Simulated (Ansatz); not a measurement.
`C=[C]([SiH3])[InH2]` → `C=[CH][InH2]` + `[SiH2]` at 400 K and 1 bar (silylene formation by 1,1-elimination).

Gas-phase electronic energies from Ansatz, PBE0-D4/def2-TZVP geometries. CCSD(T)/CBS adds triple-zeta CCSD(T) − MP2 to the extrapolated MP2 energy (def2 sets, frozen cores). This one scheme is used for every species. def2 core potentials past Kr. For In outer-core shells are correlated without core-valence functions, which leaves a few kJ/mol of doubt a bond.

```tsv
species	CCSD(T)/CBS energy (Eh)	H − E (kJ/mol)	S (J/(mol·K))
`C=[C]([SiH3])[InH2]`	-559.14593	215.1	403.3
`C=[CH][InH2]`	-268.86241	164.7	336.3
`[SiH2]`	-290.19011	44.2	218.1
```

H − E and S are ideal-gas, rigid-rotor, harmonic terms from PBE0-D4/def2-TZVP. 1 Eh = 2625.50 kJ/mol, R = 8.31446 J/(mol·K).

Question: By hand: ΔE, ΔH, ΔS and ΔG.

Answer: ΔE = (-268.86241) + (-290.19011) − (-559.14593) = 0.09341 Eh = 245.2 kJ/mol. Δ(H − E) = 164.7 + 44.2 − 215.1 = -6.2, so ΔH = 239.0 kJ/mol. ΔS = 336.3 + 218.1 − 403.3 = 151.1 J/(mol·K). ΔG = 239.0 − 400 × (151.1)/1000 = 178.6 kJ/mol.

Question: By hand: the equilibrium constant, and the temperature at which ΔG would vanish if ΔH and ΔS stayed fixed.

Answer: log₁₀ K = −ΔG/(RT ln 10) = -23.3. ΔG = 0 at ΔH/ΔS = 1582 K.

The number of gas molecules changes by +1, which sets the sign of ΔS. A doubt of 5 kJ/mol in ΔE shifts log₁₀ K by 0.7 here. These are equilibria of isolated gas molecules and say nothing of rates. Largest T1 diagnostic: 0.014 (customary marks: 0.02 for closed shells, 0.045 for open ones).
